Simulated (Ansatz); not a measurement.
Abridged output of a molecular run in Ansatz:

```
Functional definition: HF
1528 factors; integrals over basis functions are off by at most 1.2e-3 eV
mean field evaluation 1: about -25229.0069 eV, gradient 3.3e1 eV
mean field evaluation 2: about -25229.2524 eV, gradient 3.3e1 eV
mean field evaluation 4: about -25231.9912 eV, gradient 3.9e0 eV
mean field evaluation 8: about -25232.0404 eV, gradient 2.2e-1 eV
mean field -25232.04063421 eV, -927.2603904158 hartree, gradient 9.0e-6 eV, S^2 0.000000; 0 other end points of the search recorded, 0 dependent functions left out
13 core orbitals not correlated: weight in the atoms' cores, before any rotation towards them, 1.000 or more for the frozen orbitals, at most 0.000 for the correlated occupied ones
reference -25232.04063421 eV, -927.2603904158 hartree; 16, 16 occupied and 232, 232 virtual orbitals, 1528 factors
second order -24.69564461 eV of doubles, -0.00000000 eV of singles
cycle   1  -25.48860461 eV  change   -7.9e-1 eV  update   9.7e-2
cycle   2  -26.03338581 eV  change   -5.4e-1 eV  update   2.8e-2
cycle   3  -26.14703064 eV  change   -1.1e-1 eV  update   1.3e-2
cycle   4  -26.13994087 eV  change    7.1e-3 eV  update   2.7e-3
cycle   5  -26.13832863 eV  change    1.6e-3 eV  update   1.1e-3
cycle   6  -26.13872086 eV  change   -3.9e-4 eV  update   3.2e-4
cycle   7  -26.13862811 eV  change    9.3e-5 eV  update   1.2e-4
cycle   8  -26.13858375 eV  change    4.4e-5 eV  update   3.8e-5
cycle   9  -26.13859436 eV  change   -1.1e-5 eV  update   1.6e-5
perturbative correction -0.95746002 eV, -0.0351860066 hartree
Total energy: -25259.13668859 eV, -928.2561520480 hartree
```

Its atoms:

Z-matrix (Å, degrees):
```
C
Si 1 1.853
H 1 1.093 2 109.5
H 1 1.092 2 111.0 3 -119.7
H 1 1.092 2 110.9 3 119.7
Cl 2 2.064 1 110.4 3 -176.0
C 2 1.889 1 111.5 3 -59.1
H 2 1.483 1 111.7 3 64.4
F 7 1.394 2 109.0 1 58.2
H 7 1.094 2 111.8 1 178.0
H 7 1.095 2 111.3 1 -61.3
```

Q: Which basis set was used?
A. def2-TZVPP
B. def2-QZVPP
C. def2-TZVPPD
D. cc-pV(D+d)Z

A: A. It gives 261 functions.

Q: Write the keys of the input that set method, charge and spin (a neutral closed shell needs none for the last two).

A: 
```yaml
correlation: {method: ccsd_t}
```
